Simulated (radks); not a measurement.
Results of a calculation; reference values are marked as such.
Q: Ru, 44 electrons, occupied as [Kr] 4d7 5s1. Code: a radial shooting solver on a logarithmic mesh with Libxc functionals. Model: Dirac Kohn-Sham, exchange-only B88, spin-unpolarised, spherical densities, point nucleus; open shells are shared between the two j in proportion to 2j + 1. Some entries of the table are withheld. Estimate them.

| orbital | occ. | eigenvalue (eV) | <r> (bohr) | <1/r> (bohr^-1) |
|---|---|---|---|---|
| 1s1/2 | 2 | -21929.32 | (1) | 45.88 |
| 2s1/2 | 2 | (2) | 0.1453 | 10.49 |
| 2p1/2 | 2 | -2912.286 | (3) | 10.47 |
| 2p3/2 | 4 | -2781.284 | (4) | 9.922 |
| 3s1/2 | 2 | -553.9963 | 0.4026 | 3.624 |
| 3p1/2 | 2 | -461.1984 | 0.3957 | 3.526 |
| 3p3/2 | 4 | -438.9750 | 0.4064 | 3.393 |
| 3d3/2 | 4 | (5) | (6) | 3.216 |
| 3d5/2 | 6 | (7) | (8) | 3.181 |
| 4s1/2 | 2 | -75.4574 | 1.018 | 1.352 |
| 4p1/2 | 2 | -47.8373 | 1.107 | 1.229 |
| 4p3/2 | 4 | -44.4368 | 1.138 | 1.188 |
| 4d3/2 | 2.8 | (9) | 1.703 | 0.8127 |
| 4d5/2 | 4.2 | (10) | 1.734 | 0.7994 |
| 5s1/2 | 1 | -3.6675 | 3.463 | 0.3719 |

A: 
(1) 1s1/2 <r> (bohr): 0.03343
(2) 2s1/2 eigenvalue (eV): -3151.522
(3) 2p1/2 <r> (bohr): 0.1236
(4) 2p3/2 <r> (bohr): 0.1284
(5) 3d3/2 eigenvalue (eV): -274.6310
(6) 3d3/2 <r> (bohr): 0.3822
(7) 3d5/2 eigenvalue (eV): -270.3007
(8) 3d5/2 <r> (bohr): 0.3857
(9) 4d3/2 eigenvalue (eV): -4.5535
(10) 4d5/2 eigenvalue (eV): -4.2340
